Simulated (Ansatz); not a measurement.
Method: frozen-core CCSD(T)/cc-pVTZ // B3LYP-D3(BJ)/def2-TZVP (Ansatz, a first-principles code).

Ansatz 0.2 input:
```yaml
crystal:
  periodic: [false, false, false]
  atoms:
    - { symbol: C, position_ang: [-1.183, 1.169419, -0.618892] }
    - { symbol: C, position_ang: [-0.314886, 0.338472, -0.046191] }
    - { symbol: Si, position_ang: [1.454718, 0.872301, 0.289849] }
    - { symbol: C, position_ang: [-0.765915, -1.052244, 0.371346] }
    - { symbol: C, position_ang: [0.020014, -2.11406, -0.254379] }
    - { symbol: N, position_ang: [0.650113, -2.937225, -0.751235] }
    - { symbol: H, position_ang: [-2.209396, 0.878376, -0.823919] }
    - { symbol: H, position_ang: [-0.904846, 2.175634, -0.907021] }
    - { symbol: H, position_ang: [1.76009, 0.663137, 1.726137] }
    - { symbol: H, position_ang: [1.5764, 2.306817, -0.05047] }
    - { symbol: H, position_ang: [2.407983, 0.074928, -0.511384] }
    - { symbol: H, position_ang: [-0.673108, -1.168733, 1.455903] }
    - { symbol: H, position_ang: [-1.818165, -1.20682, 0.120252] }
basis:
  gaussian: { orbitals: cc-pVTZ }
correlation:
  method: ccsd_t
```

Output:

```
Functional definition: HF
1618 factors; integrals over basis functions are off by at most 1.1e-3 eV
mean field evaluation 1: about -13573.0824 eV, gradient 3.9e1 eV
mean field evaluation 2: about -13573.4950 eV, gradient 3.9e1 eV
mean field evaluation 4: about -13577.8280 eV, gradient 6.8e0 eV
mean field evaluation 8: about -13577.9794 eV, gradient 3.9e-1 eV
mean field evaluation 16: about -13573.0826 eV, gradient 3.9e1 eV
mean field -13577.98006939 eV, -498.9815640646 hartree, gradient 2.7e-6 eV, S^2 0.000000; 0 other end points of the search recorded, 0 dependent functions left out
10 core orbitals not correlated
reference -13577.98006939 eV, -498.9815640646 hartree; 16, 16 occupied and 256, 256 virtual orbitals, 1618 factors
second order -25.93066335 eV of doubles, -0.00000000 eV of singles
cycle   1  -26.16625482 eV  change   -2.4e-1 eV  update   1.2e-1
cycle   2  -26.96836379 eV  change   -8.0e-1 eV  update   3.9e-2
cycle   3  -27.13056699 eV  change   -1.6e-1 eV  update   1.8e-2
cycle   4  -27.12588652 eV  change    4.7e-3 eV  update   4.7e-3
cycle   5  -27.12894969 eV  change   -3.1e-3 eV  update   1.9e-3
cycle   6  -27.12953072 eV  change   -5.8e-4 eV  update   4.4e-4
cycle   7  -27.12948982 eV  change    4.1e-5 eV  update   1.5e-4
cycle   8  -27.12952180 eV  change   -3.2e-5 eV  update   4.8e-5
cycle   9  -27.12953735 eV  change   -1.6e-5 eV  update   1.9e-5
perturbative correction -1.29306067 eV, -0.0475191033 hartree
Total energy: -13606.40266741 eV, -500.0260752764 hartree
```

Cost: roughly 27 core-minutes.
